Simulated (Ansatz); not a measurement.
`[SiH3][GeH2][SiH3]` + `[CH3]`• → `[SiH2][GeH2][SiH3]`• + CH₄ at 298.15 K and 1 bar (hydrogen abstraction from the Si–H bond).

Isolated molecules relaxed with PBE0-D4/def2-TZVP in Ansatz; ΔE leaves out vibrations. CBS: MP2 limit from def2 TZ/QZ plus the TZ coupled-cluster correction, frozen cores. This one scheme is used for every species. Open shells (•) are unrestricted, without spin–orbit coupling. For Ge outer-core shells are correlated without core-valence functions, which leaves a few kJ/mol of doubt a bond. Scalar relativity is left out up to krypton.

```
              species  CCSD(T)/CBS energy (Eh)  H − E (kJ/mol)  S (J/(mol·K))
 `[SiH3][GeH2][SiH3]`              -2659.07062           193.7          361.2
             `[CH3]`•                -39.78218            88.7          194.6
`[SiH2][GeH2][SiH3]`•              -2658.41969           168.7          371.3
                  CH₄                -40.46206           127.4          186.2
```

H − E and S are ideal-gas, rigid-rotor, harmonic terms from PBE0-D4/def2-TZVP, for one conformer and one mirror image of each species, with the whole ground term of open shells counted as degenerate. 1 Eh = 2625.50 kJ/mol, R = 8.31446 J/(mol·K).

Question: By hand: ΔE, ΔH, ΔS and ΔG.

Answer: ΔE = (-2658.41969) + (-40.46206) − (-2659.07062) − (-39.78218) = -0.02895 Eh = -76.0 kJ/mol. Δ(H − E) = 168.7 + 127.4 − 193.7 − 88.7 = 13.7, so ΔH = -62.3 kJ/mol. ΔS = 371.3 + 186.2 − 361.2 − 194.6 = 1.7 J/(mol·K). ΔG = -62.3 − 298.15 × (1.7)/1000 = -62.8 kJ/mol.

Question: By hand: the equilibrium constant, and the temperature at which ΔG would vanish if ΔH and ΔS stayed fixed.

Answer: log₁₀ K = −ΔG/(RT ln 10) = 11.0. ΔH and −TΔS have one sign here, so there is no such temperature. One of them is within its doubt of zero, so this could turn.

The number of gas molecules stays the same, so ΔS is small and ΔH decides. A doubt of 5 kJ/mol in ΔE shifts log₁₀ K by 0.9 here. Other conformers and mirror images would add mixing entropy, several J/(mol·K) or more a flexible species. These are equilibria of isolated gas molecules and say nothing of rates. Largest T1 diagnostic: 0.013 (customary marks: 0.02 for closed shells, 0.045 for open ones).
